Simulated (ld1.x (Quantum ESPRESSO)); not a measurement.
What the settings do to the TM potential of Nb (Z = 41)

Base potential:

- Element: Nb (Z = 41)
- Generator: ld1.x (Quantum ESPRESSO) 7.5
- Type: norm-conserving Troullier–Martins (Kleinman–Bylander form)
- Functional: PBE
- Relativity: scalar-relativistic
- Frozen core: [Ar] 3d10
- Valence charge: 13
- Reference configuration: 4s2 4p6 4d4 5s0.5 5p0.5
- Partial waves: 4p (bound): rc 1.25 bohr; 4d (bound): rc 2.70 bohr; 4s (bound): rc 2.00 bohr
- Local potential: the s channel
- Core correction: a·sin(br)/r model core inside 0.75 bohr

Occupied shells without a wave of their own: 5p, 5s. They enter only through the test configuration that unscreens the potential, and ld1.x also counts them in the model core charge.

All-electron outer shells of the reference configuration (PBE, scalar-relativistic, ld1.x):

```
shell  level (eV)  outermost node (bohr)  outermost maximum (bohr)
   3p     -347.46                   0.17                      0.39
   3d     -196.91                      –                      0.33
   4s      -59.03                   0.53                      1.04
   4p      -35.17                   0.54                      1.12
   5s       -4.41                   1.40                      3.04
   4d       -3.63                   0.55                      1.49
   5p       -1.45                   1.62                      4.21
```

Cutoffs, loose and tight: the cutoffs (Ry, on a coarse ladder) from which the occupation-weighted sum of valence levels, in a spherical-Bessel basis at the reference potential, stays within 10 and 1 mRy of its value at 400 Ry. They do not see the model core or the augmentation charge, which bear on the density cutoff. Test errors are all-electron minus pseudo excitation energies from the reference, over the configurations 4s2 4p6 4d4 5s1 5p0; 4s2 4p6 4d4 5s0 5p0; 4s2 4p6 4d3 5s0 5p0; 4s2 4p6 4d5 5s0 5p0; 4s2 4p6 4d4 5s0 5p1; 4s2 4p6 4d2 5s0 5p0; 4s2 4p6 4d4.5 5s0.5 5p0. A dash means not determined; rows that change the core or the reference have their own tests.

With those shells counted twice in exchange and correlation these files are broken, and their errors move erratically; no question is asked of them.

Cutoffs are not given where the Bessel-basis levels miss the radial ones by over 6 mRy, ghosts where they miss by over 20 mRy; a channel whose overlap is not positive is not tested.

```csv
change,outcome,"cutoff, loose","cutoff, tight",bound ghosts,largest test error (meV)
base,"generated, misses its reference levels by 1.41 eV",80 Ry,120 Ry,none,-2333
reference 4s2 4p6 4d4 5s0 5p0,generated,70 Ry,120 Ry,none,+1926
wave 4d (bound): rc 2.70 bohr becomes 4d (bound): rc 2.86 bohr,"generated, misses its reference levels by 1.41 eV",80 Ry,120 Ry,none,-2341
wave 4s (bound): rc 2.00 bohr becomes 4s (bound): rc 2.28 bohr,"generated, misses its reference levels by 2.49 eV",–,–,none,-3058
core correction a·sin(br)/r model core inside 0.62 bohr,"generated, misses its reference levels by 1.41 eV",70 Ry,120 Ry,none,-2333
"type PAW; waves now 4s (bound): rcut 1.75, rcutus 2.00 bohr; 5s (bound): rcut 1.75, rcutus 2.00 bohr; 4p (bound): rc 1.25 bohr; 5p (bound): rc 1.25 bohr; 4d (bound): rcut 2.35, rcutus 2.70 bohr; 4d channel at 1.2 Ry: rcut 2.35, rcutus 2.70 bohr; local potential all-electron potential smoothed inside 2.65 bohr (lloc = -2); augmentation BESSEL, radius 1.30 bohr",failed: invmat: error in DGETRF,–,–,–,–
wave 4p (bound): rc 1.25 bohr becomes 4p (bound): rc 0.76 bohr,"generated, misses its reference levels by 1.41 eV",–,–,not determined,-2522
```
